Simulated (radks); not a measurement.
Task: Neutral nitrogen, [He] 2s2 2p3. Calculated with a radial shooting solver on a logarithmic mesh with Libxc functionals: non-relativistic Kohn-Sham, PBE, spin-polarised, spherical densities, point nucleus. Every spin shell is full or empty, so the densities are truly spherical. Functionals are evaluated on that one density, not self-consistently. Rank these orbital-free kinetic functionals by their error against the exact value of the orbitals, and give that value: Thomas-Fermi, von Weizsacker, TF + vW/9, TF + vW/5, LC94, APBEK, LKT, PG1, DePristo-Kress, Ernzerhof.

Result: Exact: 54.3823 hartree. From best to worst, with 100 (|E| - |E exact|)/|E exact| (equal figures are ties): LC94 +0.11, TF + vW/9 -0.18, APBEK +0.19, DePristo-Kress -0.74, Ernzerhof +1.26, TF + vW/5 +7.02, Thomas-Fermi -9.18, von Weizsacker -19.01, PG1 +37.99, LKT +44.93.
